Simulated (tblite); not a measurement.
Species: C5H16N2Si2.
Cartesian coordinates in Å at the GFN2-xTB level; atoms count from 1:
```
atom  x, y, z in Å
C1     2.4476   -0.1979   -1.4338
N2     1.7134    0.1426   -0.2406
C3     2.5372    0.8230    0.7239
Si4    0.3709   -0.8032    0.3013
C5    -0.7649   -1.1810   -1.1865
C6    -2.1991   -1.2394   -0.6603
C7    -2.5818    0.0335    0.0947
Si8   -1.2543    0.3984    1.4221
N9    -1.2115    2.1177    1.6422
H10    2.8510    0.7103   -1.8917
H11    1.7847   -0.6849   -2.1427
H12    3.2866   -0.8720   -1.2207
H13    2.9601    1.7297    0.2810
H14    3.3692    0.1952    1.0679
H15    1.9361    1.0973    1.5877
H16    0.7730   -2.1096    0.8861
H17   -0.6978   -0.3916   -1.9376
H18   -0.5248   -2.1185   -1.6884
H19   -2.8945   -1.4060   -1.4900
H20   -2.2921   -2.0952    0.0144
H21   -2.6406    0.8617   -0.6141
H22   -3.5786   -0.0811    0.5198
H23   -1.6575   -0.0882    2.7494
H24   -0.6595    2.4874    2.3991
H25   -1.0839    2.6960    0.8261
```

Computed values, GFN2-xTB/tblite, gas phase, harmonic and unscaled. Errors from tens to a few hundred cm⁻¹ against measured bands are possible. Modes of hydrogen on silicon can be 10 to 20 % off. One conformer, not necessarily the lowest.

Harmonic wavenumbers (cm⁻¹): 45.9, 67.0, 72.8, 128.7, 151.8, 174.2, 195.4, 207.2, 221.1, 254.9, 262.0, 277.8, 301.9, 373.8, 436.8, 450.7, 548.7, 568.1, 613.5, 651.3, 659.9, 671.4, 686.0, 728.4, 756.6, 809.0, 822.3, 882.9, 951.5, 957.0, 1029.8, 1047.0, 1054.5, 1087.9, 1112.4, 1127.2, 1138.9, 1204.2, 1221.3, 1274.5, 1293.6, 1298.9, 1346.9, 1415.3, 1425.6, 1481.9, 1484.1, 1490.0, 1491.5, 1504.2, 1513.2, 1517.7, 1526.7, 2031.9, 2171.4, 2882.5, 2888.3, 2922.1, 2941.5, 2945.7, 2954.9, 2962.4, 2970.1, 2984.5, 2994.3, 3023.9, 3048.0, 3464.7, 3499.9.

A = 1544, B = 907.7, C = 649.2 MHz; mass 160.085 u (most abundant isotopes); point group C1, symmetry number 1.

Question: Zero-point energy?

Answer: Half the sum of the wavenumbers: 45351 cm⁻¹ = 542.52 kJ/mol.

Question: Give the ideal-gas entropy at 400 K and 1 bar in the rigid-rotor, harmonic-oscillator model (classical rotation).

Answer: Translation 178.27, rotation 130.22, vibration 233.92: S = 542.4 J/(mol K).

Question: And Cp and H(400 K) − H(0)?

Answer: Cp = 266.73 J/(mol K), of which vibrations give 233.47 (their classical limit is 69 R = 573.7); H(400 K) − H(0) = 62.05 kJ/mol without the zero-point energy, 48.75 from vibrations.

Question: Which modes carry the vibrational entropy at 400 K?

Answer: 45.9 cm⁻¹: 23.30; 67.0 cm⁻¹: 20.17; 72.8 cm⁻¹: 19.48; 128.7 cm⁻¹: 14.79; 151.8 cm⁻¹: 13.45; 174.2 cm⁻¹: 12.34 J/(mol K); the other 63 give 130.40 together.

Question: How do the functions run with temperature in this model?

Answer: 
```json
{"T (K)": "50", "S (J/(mol K))": "256.0", "Cp (J/(mol K))": "62.0", "H − H(0) (kJ/mol)": "2.22", "G − H(0) (kJ/mol)": "-10.58", "ln q(vib)": "0.65"}
{"T (K)": "100", "S (J/(mol K))": "310.8", "Cp (J/(mol K))": "99.5", "H − H(0) (kJ/mol)": "6.29", "G − H(0) (kJ/mol)": "-24.79", "ln q(vib)": "2.26"}
{"T (K)": "298.15", "S (J/(mol K))": "472.1", "Cp (J/(mol K))": "213.5", "H − H(0) (kJ/mol)": "37.55", "G − H(0) (kJ/mol)": "-103.21", "ln q(vib)": "9.71"}
{"T (K)": "373.15", "S (J/(mol K))": "524.3", "Cp (J/(mol K))": "253.3", "H − H(0) (kJ/mol)": "55.07", "G − H(0) (kJ/mol)": "-140.59", "ln q(vib)": "12.49"}
{"T (K)": "500", "S (J/(mol K))": "606.9", "Cp (J/(mol K))": "311.8", "H − H(0) (kJ/mol)": "91.04", "G − H(0) (kJ/mol)": "-212.41", "ln q(vib)": "17.10"}
{"T (K)": "750", "S (J/(mol K))": "750.3", "Cp (J/(mol K))": "395.4", "H − H(0) (kJ/mol)": "180.19", "G − H(0) (kJ/mol)": "-382.58", "ln q(vib)": "25.73"}
{"T (K)": "1000", "S (J/(mol K))": "872.3", "Cp (J/(mol K))": "451.3", "H − H(0) (kJ/mol)": "286.46", "G − H(0) (kJ/mol)": "-585.80", "ln q(vib)": "33.69"}
```

q(vib) and H(0) count from the zero-point level.

Question: What must be added to the electronic energy to get the Gibbs energy at 400 K and 1 bar?

Answer: ZPE + [H(400 K) − H(0)] − T·S = 542.52 + 62.05 − 216.96 = 387.61 kJ/mol.

Question: Blend soft modes into free rotors: weight 1/[1 + (100 cm⁻¹/ν̃)⁴] for the oscillator and the rest for a rotor with moment μB/(μ + B), μ = h/(8π²ν), B = 10⁻⁴⁴ kg m². What vibrational entropy results?

Answer: 217.71 J/(mol K) in place of 233.92, which changes −T·S at 400 K by +6.48 kJ/mol.

Hindered rotation and anharmonicity are outside this model. Other conformers, if any are populated, would add a mixing term that is left out. The structure is chiral; the term R ln 2 for an equal mix with its mirror image is left out.
